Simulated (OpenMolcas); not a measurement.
## How basis sets differ on CH3BCl2O (methoxydichloroborane)

CH3BCl2O has 8 atoms, charge 0, and is taken as a singlet. As SMILES, `COB(Cl)Cl`. The shape is that of a PBE0-D4/def2-TZVP optimisation.

Quantity: the dipole moment, in D. The values are calculated.

```
                       level          kind     program  value (D)  CPU time
           HF/ANO-R0 (sfX2C)  Hartree–Fock  OpenMolcas       2.24     5.1 s
                   HF/STO-3G  Hartree–Fock  OpenMolcas       3.41     3.4 s
                    HF/3-21G  Hartree–Fock  OpenMolcas       3.71     4.7 s
HF/ANO-S-VDZP (RICD fitting)  Hartree–Fock  OpenMolcas       2.67     6.8 s
                 HF/def2-SVP  Hartree–Fock  OpenMolcas       2.65      14 s
```

The values span 2.24 to 3.71 D. Magnitudes only. Sets without polarisation functions give poor dipoles. Times are those of the runs behind each value, whatever else they computed, on shared processors of several kinds: orders of magnitude only.
